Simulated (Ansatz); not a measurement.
Reactions of H7N3Sn (`[NH2][SnH]([NH2])[NH2]`).

Isolated molecules relaxed with PBE0-D4/def2-TZVP in Ansatz; ΔE leaves out vibrations. CCSD(T)/CBS is the MP2 limit (def2-TZVPP, def2-QZVPP) plus CCSD(T) − MP2 in def2-TZVPP, frozen cores. This one scheme is used for every species, atoms too. DFT in def2-TZVPP. No spin–orbit coupling; open shells (•) take unrestricted orbitals. Spin–orbit coupling would lower the free atoms: a little for F. Elements past krypton have def2 core potentials. Bonds to Sn are less sure, by a few kJ/mol each and by 10 to 20 or more in all where they break to atoms, as the def2 sets lack core-valence functions. One conformer a species, not always the lowest.

```
                                                                                           reaction  B2PLYP (kJ/mol)  PBE-D4 (kJ/mol)
                                     `[NH2][SnH]([NH2])[NH2]` + F• → `[NH2][Sn]([NH2])[NH2]`• + H–F             -282             -319
                             `[NH2][SnH]([NH2])[NH2]` + `[SiH3]`• → `[NH2][Sn]([NH2])[NH2]`• + SiH₄             -101             -111
                               `[NH2][SnH]([NH2])[NH2]` + `[CH3]`• → `[NH2][Sn]([NH2])[NH2]`• + CH₄             -168             -191
`[NH2][SnH]([NH2])[NH2]` + `N[SiH](F)[O][SnH3]` → `[NH2][Sn]([NH2])([NH2])[F]` + `N[SiH2][O][SnH3]`               87               77
```

(1) Give the CCSD(T)/CBS values in the same order. (Estimate.)

Largest T1 diagnostic: 0.018, for `[NH2][Sn]([NH2])[NH2]`•.

Answers

(1) The calculation gave: -277, -88, -154, 87 kJ/mol.
